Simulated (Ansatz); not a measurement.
Ansatz (an electronic-structure program) input (CCSD(T,full)/cc-pwCVTZ):
A basis named .json is the Basis Set Exchange file of that set.

Ansatz 0.2 input:
```yaml
crystal:
  periodic: [false, false, false]
  atoms:
    - {symbol: B, position_ang: [0.87062296, 0.07410961, -0.54685126]}
    - {symbol: F, position_ang: [1.33371246, 0.57535593, 0.59461577]}
    - {symbol: O, position_ang: [-0.37541775, -0.34515595, -0.73557179]}
    - {symbol: C, position_ang: [-1.39658970, -0.31057808, 0.28267760]}
    - {symbol: H, position_ang: [-1.01023654, 0.10094491, 1.21432879]}
    - {symbol: H, position_ang: [-2.21650375, 0.30379072, -0.08474483]}
    - {symbol: H, position_ang: [-1.74690640, -1.32877096, 0.44163913]}
basis:
  gaussian:
    orbitals: cc-pwCVTZ.json
magnetization: {spin_polarized: true, initial_magnetization: 1}
correlation: {method: ccsd_t, frozen_orbitals: {B: 0, C: 0, F: 0, H: 0, O: 0}}
```

Output:

```
Functional definition: HF
integrals: 1.64 GiB planned
1270 factors; integrals over basis functions are off by at most 1.2e-3 eV
mean field: 0.84 GiB planned
mean field evaluation 1: about -6493.1270 eV, gradient 2.6e1 eV
mean field evaluation 2: about -6493.1304 eV, gradient 2.6e1 eV
mean field evaluation 4: about -6496.1758 eV, gradient 3.1e0 eV
mean field evaluation 8: about -6496.2863 eV, gradient 2.4e-1 eV
mean field evaluation 16: about -6496.2693 eV, gradient 9.8e-1 eV
mean field -6496.28705288 eV, -238.7341458518 hartree, gradient 3.3e-6 eV, S^2 0.753381; 0 other end points of the search recorded, 0 dependent functions left out
reference -6496.28705288 eV, -238.7341458518 hartree; 16, 15 occupied and 198, 199 virtual orbitals, 1270 factors
second order -25.56830465 eV of doubles, -0.00000000 eV of singles
coupled cluster: 5.69 GiB planned
cycle   1  -25.60212429 eV  change   -3.4e-2 eV  update   9.5e-2
cycle   2  -26.09440142 eV  change   -4.9e-1 eV  update   2.8e-2
cycle   3  -26.21060483 eV  change   -1.2e-1 eV  update   1.6e-2
cycle   4  -26.19398845 eV  change    1.7e-2 eV  update   4.5e-3
cycle   5  -26.19244596 eV  change    1.5e-3 eV  update   2.2e-3
cycle   6  -26.19370028 eV  change   -1.3e-3 eV  update   6.2e-4
cycle   7  -26.19354098 eV  change    1.6e-4 eV  update   2.5e-4
cycle   8  -26.19349818 eV  change    4.3e-5 eV  update   8.6e-5
cycle   9  -26.19352607 eV  change   -2.8e-5 eV  update   3.2e-5
perturbative correction -0.78745155 eV, -0.0289383109 hartree
Total energy: -6523.26803051 eV, -239.7256784913 hartree
```

It need not be the lowest isomer of its formula.
